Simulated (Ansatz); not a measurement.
Clusters of 8 atoms, halide: PBE0-D4/def2-TZVP single points in Ansatz on relaxed structures, gas phase. Each cluster is the lowest isomer that a short search found in that spin, judged at the geometry's level, and lower ones may exist. Core potentials for Ag, Rb, Ru, no spin–orbit coupling. HOMO and LUMO are taken over both spins. Binding counts from free atoms in the multiplicity of their measured ground term, without zero-point energy. Singlets are spin-restricted. The spins of the ions were chosen, not always searched. A dash marks a value that wasn't run or was left out as unsound. The structures are stationary points that may keep the symmetry of their start. Remarks come from the PBE and PBE0 runs and from stability tests at other levels; not every state was tested. HOMO above LUMO (over both spins in singlets and doublets, within one spin in higher multiplets; at PBE or PBE0), or a gap under 0.15 eV within one spin, warns that the state may not be the lowest or that an electron is smeared out.

| species | atoms | state | geometry | HOMO (eV) | LUMO (eV) | gap (eV) | vertical IE (eV) | binding per atom (eV) | lowest of the spins relaxed | point group (within 0.1 Å) | remarks |
| --- | --- | --- | --- | --- | --- | --- | --- | --- | --- | --- | --- |
| Ag4H4⁺ | 8 | doublet | r2SCAN-D4/def2-SVP | -11.95 | -10.22 | 1.73 | – | – | – | D2h | – |
| K4H4 | 8 | singlet | r2SCAN-D4/def2-SVP | -4.62 | -0.15 | 4.47 | 6.25 | 1.47 | singlet, of singlet/triplet | Td | gap within one spin near zero at PBE or PBE0 (+1 doublet) |
| Ru2F6 | 8 | singlet | PBE0-D4/def2-SVP | -9.37 | -6.63 | 2.74 | – | 3.15 | – | C2v | restricted SCF unstable in HF |
| Rb4H4 | 8 | singlet | PBE0-D4/def2-SVP | -4.05 | -0.54 | 3.51 | 5.48 | 1.32 | – | – | – |

Q: Estimate the rows for Al2Cl6 (singlet, r2SCAN-D4/def2-SVP geometry).

A: 
| species | atoms | state | geometry | HOMO (eV) | LUMO (eV) | gap (eV) | vertical IE (eV) | binding per atom (eV) | lowest of the spins relaxed | point group (within 0.1 Å) | remarks |
| --- | --- | --- | --- | --- | --- | --- | --- | --- | --- | --- | --- |
| Al2Cl6 | 8 | singlet | r2SCAN-D4/def2-SVP | -9.46 | -1.07 | 8.39 | 11.06 | 3.52 | – | – | gap within one spin near zero at PBE or PBE0 (+1 doublet) |

The gap (eV) runs from 1.73 (Ag4H4⁺) to 8.39 (Al2Cl6). The vertical IE (eV) runs from 5.48 (Rb4H4) to 11.06 (Al2Cl6).
